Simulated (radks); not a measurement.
Results of a calculation; reference values are marked as such.
Isoelectronic series with 38 electrons, all held in the configuration [Kr] 5s2, which need not be the ground one along the series. Code: a radial shooting solver on a logarithmic mesh with Libxc functionals. Model: scalar-relativistic Kohn-Sham, PBE, spin-polarised, spherical densities, finite nucleus; Fermi nuclear charge, rms radius of each element as measured or else 0.836 A^(1/3) + 0.57 fm. Total energies (hartree) and orbital eigenvalues (eV):

ion    E (hartree)         5s         4p         4s
Sr     -3179.46127    -3.5262   -22.8223   -40.8997
Zr2+   -3597.57837   -18.9015   -53.6607   -76.2120
Nb3+   -3817.42008   -29.0418   -72.5999   -97.4681
Mo4+   -4044.46902   -40.6178   -93.6407  -120.8795
Tc5+   -4278.74967   -53.5602  -116.6987  -146.3643
Ru6+   -4520.28356   -67.8238  -141.7191  -173.8709
Rh7+   -4769.10268   -83.3777  -168.6639  -203.3653
Pd8+   -5025.23544  -100.2001  -197.5055  -234.8243
Ag9+   -5288.71679  -118.2749  -228.2238  -268.2324
Cd10+  -5559.57853  -137.5907  -260.8038  -303.5793
In11+  -5837.86291  -158.1392  -295.2342  -340.8593
Sn12+  -6123.60443  -179.9144  -331.5067  -380.0691
Sb13+  -6416.84585  -202.9125  -369.6151  -421.2084
Te14+  -6717.62642  -227.1311  -409.5550  -464.2787
I15+   -7025.99737  -252.5692  -451.3235  -509.2836
Xe16+  -7341.99790  -279.2270  -494.9190  -556.2274
Cs17+   -7665.6800  -307.1053  -540.3407  -605.1166
